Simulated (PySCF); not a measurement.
## Spinor energies of Co⁹⁺ (cobalt, charge +9)

Start: [Ar]. Calculated with PySCF 2.14 in an even-tempered Gaussian basis (20 s from 0.53 bohr⁻², ratio 2.4; 14 p from 0.69 bohr⁻², ratio 2.4; 5 d from 5 bohr⁻², ratio 2.6; 4 f from 7.4 bohr⁻², ratio 2.6): generalised Hartree-Fock with the X2C-1e Hamiltonian and a Gaussian nucleus; one run each with spin-orbit coupling (SO) switched off, then screened by Boettger's factors.

| spinor shell | electrons | ε, spin-free (eV) | ε, screened SO (eV) | weight of nominal j (screened SO) | rms radius, screened SO (bohr) |
| --- | --- | --- | --- | --- | --- |
| 1s1/2 | 2 | -8000.2 | -8000.1 | 1.000 | 0.0649 |
| 2s1/2 | 2 | -1193.9 | -1193.9 | 1.000 | 0.275 |
| 2p1/2 | 2 | -1051.1 | -1061.3 | 1.000 | 0.245 |
| 2p3/2 | 4 | -1051.1 | -1046.1 | 1.000 | 0.248 |
| 3s1/2 | 2 | -323.31 | -323.31 | 1.000 | 0.753 |
| 3p1/2 | 2 | -275.75 | -277.46 | 1.000 | 0.766 |
| 3p3/2 | 4 | -275.75 | -274.91 | 1.000 | 0.772 |

```
   quantity    spin-free  screened SO
E (hartree)  -1364.22080  -1364.24797
        M_J            0            0
       ⟨J²⟩        0.000        0.000
       ⟨L²⟩        0.000        0.001
       ⟨S²⟩        0.000        0.001
```

Without spin-orbit coupling the j labels of p, d and f shells carry no meaning; the spin-free column gives the mean over the occupied spinors of each nl shell.
